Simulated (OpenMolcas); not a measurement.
A run on Ru5+ among 4 point charges of -2.5 e arranged as a square (D4h), 2.17 Å from the ion.

```
Program             : OpenMolcas
Method              : CASSCF
Basis               : ANO-RCC-VDZP [6s5p3d1f]
Scalar Hamiltonian  : DKH2, point nucleus
Active space        : 3 electrons in 5 orbitals (4d)
State averaging     : 2S+1 = 4 even, 10 roots; 2S+1 = 2 even, 40 roots
Spin-orbit coupling : RASSI with atomic mean-field integrals over the reference wave functions
```

43 basis functions. Blocks (2S+1, parity, CSFs, roots kept): 4, even, 10, 10; 2, even, 40, 40.

**Question.** How long do the RASSCF and RASSI steps take on 1 thread of Arm Neoverse V1, on a shared host?

**Answer.** About 10 s of wall time, without the integral step.
